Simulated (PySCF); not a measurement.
Question: What does the PBE0-D3(BJ)/def2-SVP structure of `[SiH3]N([SiH3])[C@H]1CCCC2(CC2)C1` look like in three dimensions?

Answer: 
```xyz
30
C8H19NSi2 angstrom
Si     3.365    0.770   -0.114
N      2.014   -0.310   -0.398
Si     2.283   -1.954   -0.947
C      0.677    0.033    0.119
C      0.458    1.543    0.209
C     -0.918    1.887    0.767
C     -2.028    1.252   -0.061
C     -1.807   -0.239   -0.184
C     -2.386   -1.137    0.876
C     -2.962   -1.134   -0.513
C     -0.438   -0.584   -0.728
H      4.594    0.076   -0.592
H      3.245    2.068   -0.847
H      3.534    1.098    1.340
H      1.634   -2.255   -2.261
H      3.752   -2.158   -1.094
H      1.748   -2.942    0.047
H      0.570   -0.375    1.147
H      1.234    2.004    0.844
H      0.575    1.976   -0.801
H     -1.041    2.981    0.806
H     -0.989    1.525    1.807
H     -2.038    1.700   -1.071
H     -3.015    1.455    0.385
H     -2.970   -0.679    1.679
H     -1.801   -2.007    1.188
H     -3.939   -0.666   -0.661
H     -2.778   -2.003   -1.151
H     -0.336   -0.215   -1.765
H     -0.333   -1.681   -0.768
```

Orientation and origin are arbitrary. Atoms count from 1 in this order. The 3-membered ring C8–C9–C10 has internal angles of 59.7° to 60.2°. Of the pairs four or more bonds apart, Si3···H30 is among the closest relative to their van der Waals radii: 2.64 Å, 80 % of the sum of Bondi's values. The C–C distances run from 1.497 Å (C8–C10, drawn single) to 1.530 Å (C4–C11, drawn single), a spread of 0.033 Å. Si1 (SiH3 silicon) is distorted tetrahedral (angles from 107.1° to 113.2°).

Bonds between heavy atoms (Å): Si1–N2 1.753, N2–Si3 1.754, N2–C4 1.474, C4–C5 1.528, C5–C6 1.525, C6–C7 1.524, C7–C8 1.512, C8–C9 1.505, C9–C10 1.503, C8–C11 1.513, C4–C11 1.530, C8–C10 1.497.

Computed with PBE0-D3(BJ)/def2-SVP geometry optimisation, gas phase (PySCF 2.14.0).

Point group: C1 (no symmetry element, even within 0.4 Å). No PBE0-D3(BJ)/def2-SVP frequencies stand behind this structure, so it isn't proved a minimum. One conformer, not necessarily the lowest (Si1–N2–C4–C5 29°, N2–C4–C5–C6 -179°, C4–C5–C6–C7 -57°, C5–C6–C7–C8 54°, C6–C7–C8–C9 89°).

The run took 3.2 min wall, 7.5 min CPU on Intel Xeon Platinum 8488C, 2 threads, shared host with 96 logical CPUs at a one-minute load of 25, and the process peaked at 1.9 GiB of memory. These figures are those of the optimisation.
